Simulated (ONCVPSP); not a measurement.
**Varying the ONCV potential for Au (Z = 79)**

Base potential:

| Property | Result |
| --- | --- |
| Element | gold (Au) |
| Generator | ONCVPSP 4.0.1 |
| Type | optimised norm-conserving Vanderbilt (ONCV) |
| Functional | PBE |
| Relativity | scalar-relativistic |
| Frozen core | [Kr] 4d10 |
| Valence charge | 33 |
| Reference configuration | 4f14 5s2 5p6 5d10 6s0.5 6p0.5 |
| Partial waves | 5s+6s: rc 1.70 bohr, ncon 4, nbas 8, qcut 8.8 1/bohr, 2 projectors; 5p+6p: rc 1.45 bohr, ncon 3, nbas 7, qcut 10.4 1/bohr, 2 projectors; 5d: rc 2.25 bohr, ncon 4, nbas 9, qcut 8.3 1/bohr, 3 projectors, debl 0.4 Ha; 4f: rc 0.80 bohr, ncon 4, nbas 8, qcut 20.6 1/bohr, 2 projectors, debl 3.7 Ha |
| Local potential | polynomial inside 0.80 bohr (lpopt 5, dvloc0 0 Ha) |
| Core correction | none |

Cutoffs, loose and tight: the cutoffs (Ha) at which the residual kinetic energy of the hardest occupied pseudo-wave falls to 1 and 0.1 mHa per electron. They do not see the model core or the augmentation charge, which bear on the density cutoff. Test errors are all-electron minus pseudo excitation energies from the reference, over the configurations 4f14 5s2 5p6 5d10 6s1 6p0; 4f14 5s2 5p6 5d10 6s0 6p0; 4f14 5s2 5p6 5d9 6s0 6p0; 4f14 5s1 5p6 5d10 6s1 6p0. A dash means not determined; rows that change the core or the reference have their own tests. The largest error is taken over the tests solved by every variant that gives reliable tests at all: 4f14 5s1 5p6 5d10 6s1 6p0; 4f14 5s2 5p6 5d10 6s0 6p0; 4f14 5s2 5p6 5d10 6s1 6p0.

A true bound ghost makes a file unfit for plane-wave use even where its test errors are small: the radial tests pick states by their node count and pass the ghost by.

```csv
change,outcome,"cutoff, loose","cutoff, tight",bound ghosts,GHOST(+) flags above zero,largest test error (meV)
base,generated,196 Ha,235 Ha,s,p,-386
"local potential polynomial inside 0.80 bohr (lpopt 5, dvloc0 -2.5 Ha)",generated,196 Ha,235 Ha,s,p,-384
"local potential polynomial inside 0.80 bohr (lpopt 5, dvloc0 2.5 Ha)",generated,196 Ha,235 Ha,s,p,-386
"local potential polynomial inside 0.80 bohr (lpopt 5, dvloc0 5 Ha)",generated,196 Ha,235 Ha,s,p,-395
"local potential polynomial inside 0.80 bohr (lpopt 5, dvloc0 6.5 Ha)",generated,196 Ha,235 Ha,s,p,-365
"local potential polynomial inside 0.80 bohr (lpopt 5, dvloc0 9.5 Ha)",generated,196 Ha,235 Ha,s,p,-384
```

Reading the sweep of the dvloc0 (base included, trends over the rows without a ghost): Bound ghosts are found at -2.5, 0, 2.5, 5, 6.5, 9.5 Ha. Every judged row has one, so this setting neither creates nor removes them.
